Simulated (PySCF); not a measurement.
Work out the structure from these simulated measurements.

Formula: C5H9FOS.

| Property | Result |
| --- | --- |
| Valence photoelectron | vertical ionisation energy: 8.80 eV [ΔSCF CAM-B3LYP/def2-SVPD] |
| 13C NMR | chemical shifts (computed TMS as zero) by class: 71.8 (1 C), 57.8 (1 C), 43.2 (1 C), 13.1 (1 C), 11.7 (1 C) ppm [GIAO PBE0/pcSseg-1] |
| Dipole | 3.34 D [CAM-B3LYP/def2-SVPD] |
| Rotational structure | rotational constants A, B, C: 3.409, 0.953, 0.906 GHz [PBE0-D3(BJ)/def2-SVP] |
| 1H NMR | chemical shifts (computed TMS as zero) by class: 4.44 (1 H), 2.75 (1 H), 2.31 (3 H), 2.04 (1 H), 1.48 (1 H), 0.96 (1 H), 0.62 (1 H) ppm [GIAO PBE0/pcSseg-1] |
| NMR, other nuclei | isotropic shieldings of nuclei other than C and H, by class: 281 (1 O), 422 (1 F), 200 (1 S) ppm [GIAO PBE0/pcSseg-1] |
| UV, first state | lowest singlet excitation: 5.99 eV (207 nm, f = 0.009) [TDDFT CAM-B3LYP/def2-SVPD] |
| Triplet | lowest triplet excitation (Tamm–Dancoff): 5.27 eV [TDA CAM-B3LYP/def2-SVPD] |

Gas-phase values; electronic properties from PySCF, density fitting. Levels stand in brackets. One conformer (not necessarily the lowest) at the PBE0-D3(BJ)/def2-SVP geometry, without solvent, vibrations or thermal averaging. Each NMR value is the plain mean over a class of atoms that symmetry, rotation or inversion makes alike.

Task: Propose a structure and show how it fits.

Result: Numbering: `[CH3:1][S@@:2](=[O:3])[CH2:4][C@H:5]1[CH2:6][C@H:7]1[F:8]`. 5 carbons fall into 5 classes; from least to most shielded: sp3 C–F carbon [C7] (71.8 ppm), chain sp3 carbon bound to sulfur [C4] (57.8 ppm), S-methyl carbon [C1] (43.2 ppm), three-membered-ring carbon [C6] (13.1 ppm), three-membered-ring carbon [C5] (11.7 ppm). Hydrogen classes from least to most shielded: 1 H on an sp3 C–F carbon, C7 (4.44 ppm), 1 H on an sp3 carbon bound to sulfur, C4 (2.75 ppm), 3 H on an S-methyl carbon, C1 (2.31 ppm, a mean of values up to 0.6 ppm apart in this geometry), 1 H on an sp3 carbon bound to sulfur, C4 (2.04 ppm), 1 H on a three-membered-ring carbon, C5 (1.48 ppm), 1 H on a three-membered-ring carbon, C6 (0.96 ppm), 1 H on a three-membered-ring carbon, C6 (0.62 ppm). The other shieldings belong to: 281 ppm, sulfinyl oxygen [O3]; 422 ppm, alkyl fluorine [F8]; 200 ppm, sulfinyl sulfur [S2]. The first electron is taken from the HOMO, whose largest Löwdin shares are 0.52 on the sulfinyl oxygen, 0.30 on the sulfinyl sulfur, 0.07 on the sp3 carbon bound to sulfur and 0.06 on the S-methyl carbon. The optimised geometry has point group C1 and is an asymmetric top. Structure: `C[S@@](=O)C[C@H]1C[C@H]1F`. Computed isomers that give other values at the same levels: `O=[S@](CF)CC1CC1` (lowest singlet excitation: 5.50 eV (226 nm, f = 0.010)). The assignments are read from this structure; whether some other isomer fits the data as well wasn't checked. The mirror image fits equally.

The values belong to the conformer `[CH3:1][S@@:2](=[O:3])[CH2:4][C@H:5]1[CH2:6][C@H:7]1[F:8]`: C1–S2–C4–C5 -167°, S2–C4–C5–C6 -159°.
